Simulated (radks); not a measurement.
All-electron atom: Tc IV in [Ar] 3d10 4s2 4p5 4d5 (not the ground configuration).

Calculated with a radial shooting solver on a logarithmic mesh with Libxc functionals: scalar-relativistic Kohn-Sham, revPBE, spin-unpolarised, spherical densities, finite nucleus; Fermi nuclear charge, rms radius 4.4112 fm.

Energy parts (eV):
part                       energy
total                 -116528.845
kinetic                120324.779
electron-nucleus      -279522.936
Hartree                 46136.805
exchange-correlation    -3467.492

Orbitals (lengths in bohr, moments of r in powers of bohr; r(90%) holds 90 % of the orbital's charge):
orbital  occ.  eigenvalue (eV)  r(90%)      <r>     <r^2>
1s          2        -20904.02  0.0614  0.03428  0.001586
2s          2        -3011.473   0.231   0.1496   0.02637
2p          6        -2698.643   0.212   0.1304   0.02076
3s          2        -552.4419   0.613   0.4152    0.1974
3p          6        -449.7106   0.628   0.4161    0.2014
3d         10        -283.5364   0.635   0.3987    0.1906
4s          2        -105.3674    1.52    1.048     1.241
4p          5         -76.9156    1.69    1.151     1.510
4d          5         -36.2310    2.30    1.493     2.616

The highest occupied level is 4d at -36.231 eV. The density falls to 0.001 e/bohr^3 at r = 3.29 bohr. The electron density at the nucleus is 1.023e+05 e/bohr^3 (large components only). Summed over all electrons, <r^2> = 26.80 bohr^2, which gives a Langevin (diamagnetic) susceptibility term of -21.2 x 10^-6 cm^3/mol.
